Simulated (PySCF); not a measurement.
AlH₃S₂, SMILES [SH][AlH][SH]. The structure is a stationary point at B3LYP-D3(BJ)/def2-TZVP. The values are those of a single conformer.

Method: PySCF with B3LYP-D3(BJ)/def2-TZVP.

Harmonic wavenumbers (cm⁻¹): 131, 204, 271, 432, 463, 527, 574, 695, 699, 1968, 2669, 2670. Rotational constants (GHz): 15.55, 2.166, 1.901; symmetry number 2.

**Question.** Work out the zero-point energy and the ideal-gas rigid-rotor harmonic-oscillator thermochemistry at 298.15 K and 1 atm.

**Answer.** ZPE = ½ Σ hcν = ½ × 11303 cm⁻¹ = 16.16 kcal/mol. H − E(el) = 20.30 kcal/mol. Entropy in cal/(mol K): translation 39.54, rotation 24.64, vibration 9.94, total 74.12. G − E(el) = -1.79 kcal/mol. Cp = 20.13 cal/(mol K). Modes under 150 cm⁻¹ make the vibrational entropy uncertain.
